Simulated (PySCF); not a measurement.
## Bond length, frequency and bond energy of TcF by level of theory

State: ⁷Σ⁺ (septet), unpaired electrons σ ↑↑, π ↑↑, δ ↑↑. Set-up: Tc x2c-TZVPPall, F x2c-TZVPPall; spin-free X2C with a Gaussian nucleus (PySCF 2.14). De refers to Tc (4d5 5s2) + F in their high-spin ground configurations, without counterpoise correction. The functionals are run spin-unrestricted. A positive dipole means Tc(−)F(+).

| Level | Re (Å) | ωe (cm⁻¹) | De (eV) | μ (D) | CPU s a point (SCF and correlation, without the integrals) |
| --- | --- | --- | --- | --- | --- |
| UHF | 2.001 | 546 | n/a | -2.81 | 2.3 |
| UHF-MP2 | 1.969 | 562 | n/a | n/a | 4.4 |
| UHF-SCS-MP2 | 1.978 | 557 | n/a | n/a | n/a |
| UHF-CCSD | 1.974 | 563 | 4.32 | n/a | n/a |
| UHF-CCSD(T) | 1.972 | 564 | 4.38 | n/a | 260 |
| PBE | 1.975 | 543 | n/a | -1.61 | 2.4 |
| PW91 | 1.974 | 545 | n/a | -1.62 | 1.6 |
| r²SCAN | 1.968 | 561 | n/a | -1.83 | 3.4 |
| TPSSh | 1.968 | 559 | n/a | -1.78 | 4.9 |
| PBE0 | 1.964 | 562 | n/a | -1.99 | 5 |
| B97-3 | 1.977 | 547 | n/a | -2.00 | 13 |
| HSE06 | 1.968 | 560 | n/a | -2.03 | 7.4 |
| MN15 | 1.957 | 571 | n/a | -1.98 | 4.9 |

What does a quarter of exact exchange do here, going from PBE to PBE0?

PBE0 less PBE: -1.1 pm in Re, +3.5 % in ωe. Exact exchange removes part of the self-interaction that spreads semilocal densities, and in most molecules shortens and stiffens the bond and lowers De; so it does here.

What does the step from GGA to meta-GGA do here, going from PBE to r²SCAN?

r²SCAN less PBE: -0.7 pm in Re, +3.3 % in ωe. 

What does second-order correlation do here, going from UHF to UHF-MP2?

UHF-MP2 less UHF: -3.2 pm in Re, +2.9 % in ωe. Correlation nearly always deepens the well. The bond shortens, as in weak, metallic or heavy-atom bonds, where dispersion and the correlation of outer-core electrons pull the atoms together.

Correlated steps freeze 15 core orbitals. De is left out where the level can put another filling of the metal’s s and d shells below the measured ground configuration, by anything from nothing to about 1 eV. Spin–orbit coupling is left out, which matters for elements this heavy, above all for dissociation energies. With d or f electrons several states lie close, and the lowest PBE0 determinant need not be the measured ground state.

The whole job (state search and all levels along the bond) took about 27 min on 2 threads of Arm Neoverse V2 (shared host), peak memory 5.4 GiB.
